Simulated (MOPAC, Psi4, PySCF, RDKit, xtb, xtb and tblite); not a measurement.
Two geometries of SMILES B(CCc1occc1)(O)O (C6H9BO3), relaxed at GFN2-xTB with one dihedral held; other torsions can differ between them too.

Structure A

```
19

O      1.4201     1.6180    -0.2979
B      2.0349     0.4119    -0.4434
O      3.1761     0.3661    -1.1552
C      1.4888    -0.9493     0.2130
C      1.1723    -2.0095    -0.8614
C      0.0899    -1.5287    -1.7645
C     -1.2568    -1.7470    -1.7624
C     -1.7901    -0.9688    -2.8205
C     -0.7291    -0.3325    -3.3819
O      0.4108    -0.6644    -2.7501
H      0.6023     1.6267     0.1954
H      3.4325     1.2064    -1.5369
H      2.2464    -1.3642     0.8792
H      0.5905    -0.7803     0.8117
H      2.0746    -2.1898    -1.4465
H      0.8548    -2.9413    -0.3909
H     -1.8012    -2.3867    -1.0979
H     -2.8170    -0.8982    -3.1160
H     -0.6536     0.3500    -4.2049
```

Structure B

```
19

O      1.2998     1.5444    -0.0157
B      1.9561     0.4042    -0.3616
O      3.0089     0.5051    -1.1946
C      1.5360    -1.0477     0.1838
C      0.3357    -1.6299    -0.5913
C     -0.8368    -0.7107    -0.5438
C     -1.6244    -0.2967     0.4924
C     -2.5474     0.6309    -0.0525
C     -2.2502     0.7145    -1.3758
O     -1.2175    -0.0912    -1.6798
H      0.5335     1.4402     0.5469
H      3.1922     1.3986    -1.4890
H      2.3688    -1.7432     0.0897
H      1.2702    -0.9988     1.2418
H      0.6138    -1.7738    -1.6356
H      0.0612    -2.5983    -0.1653
H     -1.5653    -0.6201     1.5120
H     -3.3206     1.1547     0.4713
H     -2.6827     1.2827    -2.1748
```

Problem. Which is lower in energy at the level B3LYP-D3(BJ)/def2-SVP // GFN2-xTB in Psi4, and by how much?

Solution. B is lower, by 0.86 kcal/mol (dihedral O1–B2–C4–C5: 120° in A, 80° in B).

E(B) − E(A) in kcal/mol at the other levels, on the same two geometries: GFN2-xTB (xtb and tblite) -0.50; B3LYP/def2-SVP // GFN2-xTB (Psi4) -0.28; PBE/def2-SVP // GFN2-xTB (Psi4) -0.74; PBE-D3(BJ)/def2-SVP // GFN2-xTB (Psi4) -1.09; UFF // GFN2-xTB (RDKit) 0.28; PM7, restricted, heats of formation // GFN2-xTB (MOPAC) -1.23; AM1, restricted, heats of formation // GFN2-xTB (MOPAC) -0.84; GFN1-xTB // GFN2-xTB (xtb) -0.37; restricted B3LYP/6-31G*, spherical d, density fitting // GFN2-xTB (PySCF) -0.54; restricted Hartree-Fock/3-21G, density fitting // GFN2-xTB (PySCF) 1.07; restricted LDA (SVWN5)/6-31G*, spherical d, density fitting // GFN2-xTB (PySCF) -1.47; restricted Hartree-Fock/6-31G*, spherical d, density fitting // GFN2-xTB (PySCF) 0.40.
